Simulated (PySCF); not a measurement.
Zr(F)3(Me) (CH3F3Zr), SMILES [Zr]([CH3])([F])([F])[F], multiplicity 1. Geometry optimised at PBE-D3(BJ)/def2-SVP. The spin state was assumed, not searched. The structure was generated by enumeration; whether it is a known compound was not checked. The def2 effective core potentials stand for the cores of Zr; spin–orbit coupling is left out.

Computed equilibrium geometry at PBE-D3(BJ)/def2-SVP (PySCF confirms it by a frequency run) as a Z-matrix, and its point group:
point group C3v.
```
Zr
F 1 1.9126
F 1 1.9126 2 112.87
F 1 1.9126 2 112.87 3 129.47
C 1 2.2106 2 105.81 4 115.27
H 5 1.1126 1 111.09 2 -60.00
H 5 1.1126 6 107.80 1 -121.94
H 5 1.1126 6 107.80 7 -116.12
```
